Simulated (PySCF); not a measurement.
Molecule: SMILES C[Si](C)(Cl)[Si](C)(C)Cl, C4H12Cl2Si2.

Geometry (Å), atoms numbered from 1 in this order:
```xyz
20

C     1.8179    1.4173   -0.4379
Si    1.1693   -0.3277   -0.2090
C     2.0085   -1.1908    1.2217
Cl    1.5996   -1.3997   -1.9618
Si   -1.1670   -0.4280   -0.0430
C    -1.9579   -0.2156   -1.7245
C    -1.8716    0.7667    1.2185
Cl   -1.5889   -2.3715    0.6293
H     1.3485    1.9106   -1.3021
H     2.9071    1.4034   -0.6015
H     1.6127    2.0207    0.4613
H     1.6198   -2.2144    1.3270
H     3.0981   -1.2380    1.0706
H     1.8095   -0.6495    2.1609
H    -1.7938    0.8089   -2.0961
H    -3.0419   -0.4024   -1.6797
H    -1.5056   -0.9167   -2.4415
H    -1.4233    0.6090    2.2109
H    -1.6773    1.8068    0.9102
H    -2.9608    0.6313    1.3097
```

Geometry PBE0-D3(BJ)/def2-SVP throughout; GIAO in PySCF, gas phase, one conformer, non-relativistic; equivalent atoms averaged; basis pcSseg-1.

For orientation, BHandHLYP gives these absolute shieldings σ: C1/C3/C6/C7 182.1, Si2/Si5 329.0, Cl4/Cl8 977.5, H9/H10/H11/H12/H13/H14/H15/H16/H17/H18/H19/H20 31.02 ppm.

A run gave: C1/C3/C6/C7 172.4, Si2/Si5 290.3, Cl4/Cl8 930.0, H9/H10/H11/H12/H13/H14/H15/H16/H17/H18/H19/H20 30.92 ppm (absolute shieldings σ).

Which functional was used in that run?
A. LDA
B. KT2
C. BLYP
D. B97-D

Results:

C. C1/C3/C6/C7 tells them apart best: BLYP gives 172.4, KT2 gives 180.0, LDA gives 177.8, B97-D gives 176.5 ppm.
